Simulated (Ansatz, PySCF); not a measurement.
This PySCF input computes a r2SCAN/def2-TZVPD energy:

```python
from pyscf import gto, scf, dft

mol = gto.M(
    atom='''
    Si   -0.71307527   -0.80913420   -0.80116529
    N     0.06268171    0.28827822    0.27447328
    C     0.69077450    1.50019282   -0.21751711
    H     0.21629907    1.82615025   -1.14399993
    H     0.58480838    2.30835431    0.51483902
    H     1.76489855    1.37003377   -0.41386354
    C     0.58950760   -0.16044793    1.54977381
    H     0.48226780    0.62682696    2.30435792
    H     0.04178494   -1.03564639    1.90158786
    H     1.65539365   -0.42569923    1.49719555
    H     0.20512855   -1.69242043   -1.57853446
    H    -1.49297882   -0.01645721   -1.78040128
    H    -1.59501299   -1.68968009    0.00027982
    ''',
    basis='def2-tzvpd',
    charge=0,
    spin=0,
    verbose=4,
)

mf = dft.RKS(mol, xc='r2scan').density_fit(auxbasis='def2-universal-jkfit')
mf.grids.level = 4
mf.conv_tol = 1e-9
mf.max_cycle = 100
mf.max_memory = 1500
mf.kernel()
if not mf.converged:
    mf = mf.newton()
    mf.kernel(mf.make_rdm1())
mf.analyze()
```

**Question.** Write an input for the same energy in Ansatz (an electronic-structure program) and say what it gives.

**Answer.** 
Ansatz 0.2 input:
```yaml
crystal:
  periodic: [false, false, false]
  atoms:
    - {symbol: Si, position_ang: [-0.71307527, -0.80913420, -0.80116529]}
    - {symbol: N, position_ang: [0.06268171, 0.28827822, 0.27447328]}
    - {symbol: C, position_ang: [0.69077450, 1.50019282, -0.21751711]}
    - {symbol: H, position_ang: [0.21629907, 1.82615025, -1.14399993]}
    - {symbol: H, position_ang: [0.58480838, 2.30835431, 0.51483902]}
    - {symbol: H, position_ang: [1.76489855, 1.37003377, -0.41386354]}
    - {symbol: C, position_ang: [0.58950760, -0.16044793, 1.54977381]}
    - {symbol: H, position_ang: [0.48226780, 0.62682696, 2.30435792]}
    - {symbol: H, position_ang: [0.04178494, -1.03564639, 1.90158786]}
    - {symbol: H, position_ang: [1.65539365, -0.42569923, 1.49719555]}
    - {symbol: H, position_ang: [0.20512855, -1.69242043, -1.57853446]}
    - {symbol: H, position_ang: [-1.49297882, -0.01645721, -1.78040128]}
    - {symbol: H, position_ang: [-1.59501299, -1.68968009, 0.00027982]}
basis:
  gaussian:
    orbitals: def2-TZVPD
hamiltonian:
  xc: {name: r2SCAN}
output: {forces: true}
```
It gives -425.81721 Eh, and PySCF -425.81735 Eh, a difference of 0.14 mEh, from the treatment of integrals and grids.
